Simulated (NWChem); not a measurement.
dimethyl selenide (C₂H₆Se); SMILES C[Se]C

Computed with NWChem. Pople sets run with spherical d functions. All runs use the structure optimised with B3LYP/6-31G* (spherical d). Level TPSS/6-31G*: energy and gradient; each run changes one setting, and changes count from the defaults (medium grid, exact Coulomb integrals, symmetry on).

### Question
Which setting moves the energy most, and by about how much (defaults; Coulomb fitting, Weigend set; Becke weights; coarse grid; tight SCF thresholds and tolerances)?

### Answer
Coulomb fitting, Weigend set, by about 400 μHa.
| setting | size of the energy change (μHa) | largest change of a gradient component (μHa/bohr) |
|---|---|---|
| defaults | < 10 | < 30 |
| Becke weights | < 10 | < 30 |
| coarse grid | 100 | 200 |
| tight SCF thresholds and tolerances | < 10 | < 30 |
| Coulomb fitting, Weigend set | 400 | 40 |
